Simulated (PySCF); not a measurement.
# Choosing a basis for TDDFT

Species: ClFH4Si2.
InChI=1S/ClFH4Si2/c1-3-4-2/h3-4H2

TDDFT with PBE0 (PySCF), vertical singlets, core orbitals frozen in the response, spherical d and f functions. One conformer (not necessarily the lowest) at the PBE0-D3(BJ)/def2-SVP geometry, without solvent, vibrations or thermal averaging.

Question: Compare 6-31G*, def2-SVP, 6-31+G*, def2-SVPD, aug-cc-pVDZ, def2-TZVP, def2-TZVPD and aug-cc-pVTZ for this molecule.

Answer: 

```json
{"basis": "6-31G*", "functions": "76", "diffuse": "no", "S1 (eV)": "5.82", "S2 (eV)": "6.62", "S3 (eV)": "7.32", "S4 (eV)": "7.50", "S5 (eV)": "7.75", "LUMO (eV)": "-1.11", "α (au)": "54.3"}
{"basis": "def2-SVP", "functions": "88", "diffuse": "no", "S1 (eV)": "5.90", "S2 (eV)": "6.66", "S3 (eV)": "7.36", "S4 (eV)": "7.47", "S5 (eV)": "7.57", "LUMO (eV)": "-0.99", "α (au)": "57.1"}
{"basis": "6-31+G*", "functions": "92", "diffuse": "yes", "S1 (eV)": "5.74", "S2 (eV)": "6.51", "S3 (eV)": "7.25", "S4 (eV)": "7.36", "S5 (eV)": "7.40", "LUMO (eV)": "-1.38", "α (au)": "60.6"}
{"basis": "def2-SVPD", "functions": "130", "diffuse": "yes", "S1 (eV)": "5.76", "S2 (eV)": "6.58", "S3 (eV)": "7.20", "S4 (eV)": "7.28", "S5 (eV)": "7.42", "LUMO (eV)": "-1.30", "α (au)": "69.5"}
{"basis": "aug-cc-pVDZ", "functions": "140", "diffuse": "yes", "S1 (eV)": "5.71", "S2 (eV)": "6.52", "S3 (eV)": "7.18", "S4 (eV)": "7.19", "S5 (eV)": "7.26", "LUMO (eV)": "-1.32", "α (au)": "70.1"}
{"basis": "def2-TZVP", "functions": "166", "diffuse": "no", "S1 (eV)": "5.71", "S2 (eV)": "6.56", "S3 (eV)": "7.17", "S4 (eV)": "7.25", "S5 (eV)": "7.42", "LUMO (eV)": "-1.24", "α (au)": "64.5"}
{"basis": "def2-TZVPD", "functions": "208", "diffuse": "yes", "S1 (eV)": "5.65", "S2 (eV)": "6.50", "S3 (eV)": "7.06", "S4 (eV)": "7.16", "S5 (eV)": "7.27", "LUMO (eV)": "-1.36", "α (au)": "70.3"}
{"basis": "aug-cc-pVTZ", "functions": "288", "diffuse": "yes", "S1 (eV)": "5.67", "S2 (eV)": "6.51", "S3 (eV)": "7.11", "S4 (eV)": "7.16", "S5 (eV)": "7.19", "LUMO (eV)": "-1.36", "α (au)": "70.5"}
```

States are compared by their number. Against the largest diffuse basis here (aug-cc-pVTZ, itself not a converged limit), sets without diffuse functions differ by up to 0.24 eV in S1 and 0.56 eV in S5; the smaller diffuse sets differ by up to 0.09 and 0.23 eV. State by state, the largest deviation of a set without diffuse functions is S1 0.24, S2 0.15, S3 0.26, S4 0.34, S5 0.56 eV. The same number needn't mean the same state in each row. Against aug-cc-pVTZ the polarisability deviates by -23% in 6-31G*, -19% in def2-SVP, -14% in 6-31+G*, -1% in def2-SVPD, -1% in aug-cc-pVDZ, -9% in def2-TZVP, 0% in def2-TZVPD. A single + in a Pople set puts diffuse functions on heavy atoms only.
